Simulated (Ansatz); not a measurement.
Consider the substitution at a C–Se bond: `B[Se]CF` + `CCCO` → `CCCOCF` + `B[SeH]`.

Isolated molecules relaxed with PBE0-D4/def2-TZVP in Ansatz; ΔE leaves out vibrations. CBS: MP2 limit from def2 TZ/QZ plus the TZ coupled-cluster correction, frozen cores. Functionals use def2-TZVPP. B3LYP here is the variant with VWN-RPA as its local correlation; programs differ in this. For Se outer-core shells are correlated without core-valence functions, which leaves a few kJ/mol of doubt a bond. Scalar relativity is left out up to krypton. One conformer a species, not always the lowest.

```tsv
level	ΔE (kJ/mol)	difference from CCSD(T)/CBS
PBE-D4	-6.8	1.3
r2SCAN-D4	-11.9	-3.8
PBE0-D4	-9.7	-1.6
B3LYP-D4	-11.6	-3.5
ωB97X-V	-15.8	-7.7
ωB97M-V	-12.8	-4.7
B2PLYP	-11.1	-3.0
PBE	-6.5	1.6
r2SCAN	-11.4	-3.3
PBE0	-9.3	-1.2
B3LYP	-11.5	-3.4
HF/def2-TZVPP	-23.7	-15.6
MP2/def2-TZVPP	-6.7	1.4
SCS-MP2/def2-TZVPP	-9.4	-1.3
CCSD/def2-TZVPP	-13.2	-5.1
CCSD(T)/def2-TZVPP	-12.0	-3.9
HF/def2-QZVPP	-23.2	-15.1
MP2/def2-QZVPP	-4.3	3.8
SCS-MP2/def2-QZVPP	-7.0	1.1
HF/CBS(def2)	-23.1	-15.0
MP2/CBS(def2)	-2.8	5.3
CCSD/CBS(def2)	-9.4	-1.3
CCSD(T)/CBS	-8.1	0
```

Largest T1 diagnostic among the species: 0.013.

In def2-TZVPP, CCSD(T) changes the Hartree–Fock value by +11.8 kJ/mol (the triples alone add +1.2 kJ/mol) and MP2 by +17.1 kJ/mol.
